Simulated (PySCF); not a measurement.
Compound: C9H12.
Bonds: C1–C2, C2–C3, C2–C4, C4–C5 (aromatic), C5–C6 (aromatic), C6–C7 (aromatic), C7–C8 (aromatic), C8–C9 (aromatic), C4–C9 (aromatic). Hydrogens: H10, H11, H12 on C1; H13 on C2; H14, H15, H16 on C3; H17 on C5; H18 on C6; H19 on C7; H20 on C8; H21 on C9.

The same species was optimised twice, with GFN2-xTB and with PBE0-D3(BJ)/def2-SVP (PySCF), and the same property calculations (PySCF, gas phase) were run on both structures.

```csv
coordinate,GFN2-xTB,PBE0-D3(BJ)/def2-SVP,change
C4–C5 (Å),1.390,1.401,+0.011
C8–C9 (Å),1.384,1.395,+0.011
C6–C7 (Å),1.385,1.395,+0.010
C5–C6 (Å),1.383,1.393,+0.010
C4–C9 (Å),1.389,1.398,+0.009
C7–C8 (Å),1.383,1.393,+0.010
C2–C4 (Å),1.510,1.515,+0.005
C2–C3 (Å),1.530,1.528,-0.002
C1–C2 (Å),1.530,1.528,-0.002
C3–C2–C4 (°),110.8,111.7,+0.9
C1–C2–C4 (°),110.9,111.6,+0.7
C1–C2–C3 (°),110.8,111.4,+0.6
C2–C4–C9 (°),120.4,120.8,+0.4
C5–C4–C9 (°),118.4,118.1,-0.3
C4–C5–C6 (°),120.8,121.0,+0.2
C2–C4–C5 (°),121.3,121.1,-0.2
C4–C9–C8 (°),121.0,121.2,+0.2
C1–C2–C4–C5 (°),-62,-63,-1
```

Rotational constants: A = 3390, B = 1101, C = 1010 MHz (GFN2-xTB) against A = 3356, B = 1083, C = 994.5 MHz (PBE0-D3(BJ)/def2-SVP). Point groups within 0.08 Å: Cs and Cs.

On the GFN2-xTB structure: HOMO (eV) -7.00 [PBE0/pcSseg-1]; LUMO (eV) -0.10 [PBE0/pcSseg-1]; dipole (D) 0.38 [PBE0/pcSseg-1]; GIAO shielding of C1/C3 (mean) (ppm) 159.7 [PBE0/pcSseg-1]; GIAO shielding of C2 (ppm) 146.5 [PBE0/pcSseg-1]; GIAO shielding of C4 (ppm) 31.6 [PBE0/pcSseg-1]; GIAO shielding of C5/C9 (mean) (ppm) 55.1 [PBE0/pcSseg-1]; GIAO shielding of C6/C8 (mean) (ppm) 52.7 [PBE0/pcSseg-1]; GIAO shielding of C7 (ppm) 55.4 [PBE0/pcSseg-1].

Question: What do these properties become on the PBE0-D3(BJ)/def2-SVP structure?

Answer: 
```json
{"property": "HOMO (eV)", "level": "PBE0/pcSseg-1", "on GFN2-xTB": "-7.00", "on PBE0-D3(BJ)/def2-SVP": "-7.00", "change": "0.00"}
{"property": "LUMO (eV)", "level": "PBE0/pcSseg-1", "on GFN2-xTB": "-0.10", "on PBE0-D3(BJ)/def2-SVP": "-0.16", "change": "-0.06"}
{"property": "dipole (D)", "level": "PBE0/pcSseg-1", "on GFN2-xTB": "0.38", "on PBE0-D3(BJ)/def2-SVP": "0.38", "change": "0.00"}
{"property": "energy, GFN2-xTB geometry as zero (kcal/mol)", "level": "PBE0/pcSseg-1", "on GFN2-xTB": "0.0", "on PBE0-D3(BJ)/def2-SVP": "-0.5", "change": "-0.5"}
{"property": "GIAO shielding of C1/C3 (mean) (ppm)", "level": "PBE0/pcSseg-1", "on GFN2-xTB": "159.7", "on PBE0-D3(BJ)/def2-SVP": "157.9", "change": "-1.8"}
{"property": "GIAO shielding of C2 (ppm)", "level": "PBE0/pcSseg-1", "on GFN2-xTB": "146.5", "on PBE0-D3(BJ)/def2-SVP": "145.8", "change": "-0.7"}
{"property": "GIAO shielding of C4 (ppm)", "level": "PBE0/pcSseg-1", "on GFN2-xTB": "31.6", "on PBE0-D3(BJ)/def2-SVP": "29.7", "change": "-1.9"}
{"property": "GIAO shielding of C5/C9 (mean) (ppm)", "level": "PBE0/pcSseg-1", "on GFN2-xTB": "55.1", "on PBE0-D3(BJ)/def2-SVP": "52.2", "change": "-2.9"}
{"property": "GIAO shielding of C6/C8 (mean) (ppm)", "level": "PBE0/pcSseg-1", "on GFN2-xTB": "52.7", "on PBE0-D3(BJ)/def2-SVP": "50.3", "change": "-2.4"}
{"property": "GIAO shielding of C7 (ppm)", "level": "PBE0/pcSseg-1", "on GFN2-xTB": "55.4", "on PBE0-D3(BJ)/def2-SVP": "52.6", "change": "-2.8"}
```

The heavy atoms differ by 0.017 Å rms after alignment. Among bonds between heavy atoms C4–C5, C5–C6, C6–C7, C7–C8 and C8–C9 change most and about equally (+0.010 to +0.011 Å). Changes are differences of the printed values. Neither structure is proved a minimum here.

The values belong to the conformer `[CH3:1][CH:2]([CH3:3])[c:4]1[cH:5][cH:6][cH:7][cH:8][cH:9]1`: C1–C2–C4–C5 -63°.
